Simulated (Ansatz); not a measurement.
dimethyl telluride (SMILES C[Te]C) moved off its minimum; all values from Ansatz (an electronic-structure program), cores frozen in correlated methods. Elements past Kr take the def2 small-core potentials, without spin–orbit coupling.
(charge 0, multiplicity 1)
```xyz
9

C      1.53772    -0.34212     1.03646
Te     0.05916     0.24293    -0.36278
C     -1.63010    -0.48122     0.81486
H      1.54672    -1.47928     1.16304
H      2.49876    -0.06002     0.68377
H      1.31860     0.08293     2.01001
H     -1.49244    -1.67198     1.02002
H     -2.58175    -0.32387     0.25916
H     -1.51697    -0.07369     1.81140
```

Q: Give the forces (eV/Å), the total energy and the dipole at CCSD(T)/def2-TZVPPD.

A: 
| atom | Fx | Fy | Fz |
|---|---|---|---|
| C1 | -0.669 | -2.345 | 0.888 |
| Te2 | -0.631 | 0.053 | -0.332 |
| C3 | 0.691 | -3.281 | 0.072 |
| H4 | -0.093 | 1.456 | -0.277 |
| H5 | 0.816 | 0.469 | -0.300 |
| H6 | 0.116 | 0.248 | 0.073 |
| H7 | -0.353 | 2.654 | -0.859 |
| H8 | 0.708 | 0.149 | 0.724 |
| H9 | -0.585 | 0.597 | 0.011 |
Energy -346.8036 hartree, dipole 1.24 D.
